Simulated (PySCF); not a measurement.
## Calculated data, CH6B3

Calculation on a computer-drawn molecule: the log of a Hartree-Fock and frozen-core CCSD(T) single point meant for a local Hartree-Fock minimum, with one planted fault or none, to be diagnosed. Offsets are logged minus clean, where the clean run is the same molecule without the fault. The reference is restricted for singlets and unrestricted otherwise, and also for a bond in bohr or an excited solution. Adding or removing an electron swaps singlet and doublet. The excited solution moves the top pair (singlet) or top alpha electron (doublet) to the lowest empty orbital. Highest occupied and lowest empty are orbital energies over both spins, largest force is the largest gradient component, triples share is (T) over the correlation energy, the T1 limit is 0.02 restricted and 0.045 unrestricted, electrons count all cores, a negative frequency is imaginary (commonest isotopes), and the dipole is about the centre of nuclear charge. Program: PySCF 2.14.0.

Common to all runs: meant charge 0; meant multiplicity 2; meant basis cc-pVDZ; logged electrons 27; logged SCF converged yes; possible faults no fault, one electron removed, one electron added, multiplicity raised by two, geometry at a saddle point, SCF held on an excited solution, minimal basis STO-3G, one bond length entered in bohr, all coordinates scaled.

(1) 
```xyz
10
formula=CH6B3 logged_basis_functions=26 logged_spin_squared=0.757 logged_highest_occupied=-6.788 logged_lowest_empty=5.4405 logged_largest_force=0.028662 logged_T1_diagnostic=0.015835 logged_D1_diagnostic=0.074879 logged_triples_share=0.013015 logged_CC_converged=yes logged_dipole_magnitude=1.1126 logged_SCF_stable_within_its_kind=yes logged_energy_HF=-113.89702 logged_energy_CCSD(T)=-114.09661 planted_fault=minimal_basis_STO-3G HF_energy_offset_from_clean_run=895.2 CCSD(T)_energy_offset_from_clean_run=1044
B     -1.9652    -0.2464    -0.2103
B     -0.9405     0.3138    -1.3194
C      0.6366     0.0492    -1.3420
B      0.9750    -0.7955    -2.6197
H     -2.7352    -0.6180     0.6076
H     -1.4345     0.9723    -2.2024
H      1.0886     1.0447    -1.4484
H      0.9939    -0.4160    -0.4213
H      0.9927    -0.2766    -3.7044
H      1.1849    -1.9781    -2.5524
```

Units: logged_highest_occupied, logged_lowest_empty in eV; logged_largest_force in hartree/bohr; logged_dipole_magnitude in debye; logged_energy_HF, logged_energy_CCSD(T) in hartree; HF_energy_offset_from_clean_run, CCSD(T)_energy_offset_from_clean_run in kcal/mol.

Drawn bonds:
```
atom  other atom  order
   1           2      1
   2           3      1
   3           4      1
   1           5      1
   2           6      1
   3           7      1
   3           8      1
   4           9      1
   4          10      1
```

(2) 
```xyz
10
formula=CH6B3 logged_basis_functions=86 logged_spin_squared=0.7629 logged_highest_occupied=-7.2896 logged_lowest_empty=0.084732 logged_largest_force=0.044744 logged_dipole_magnitude=0.61871 logged_SCF_stable_within_its_kind=no logged_energy_HF=-115.27434
B     -1.9652    -0.2464    -0.2103
B     -0.9405     0.3138    -1.3194
C      0.6366     0.0492    -1.3420
B      0.9750    -0.7955    -2.6197
H     -2.7352    -0.6180     0.6076
H     -1.4345     0.9723    -2.2024
H      1.0886     1.0447    -1.4484
H      0.9939    -0.4160    -0.4213
H      0.9927    -0.2766    -3.7044
H      1.1849    -1.9781    -2.5524
```

Units: logged_highest_occupied, logged_lowest_empty in eV; logged_largest_force in hartree/bohr; logged_dipole_magnitude in debye; logged_energy_HF in hartree.

Drawn bonds:
```
atom  other atom  order
   1           2      1
   2           3      1
   3           4      1
   1           5      1
   2           6      1
   3           7      1
   3           8      1
   4           9      1
   4          10      1
```

Notes: coupled-cluster numbers left out as unreliable.

To be estimated
1. Which fault was planted in the run of CH6B3 (entry 2)?

## Answers
1. SCF held on an excited solution

Further results for CH6B3 (entry 2):

- HF energy offset from clean run: 30.96 kcal/mol
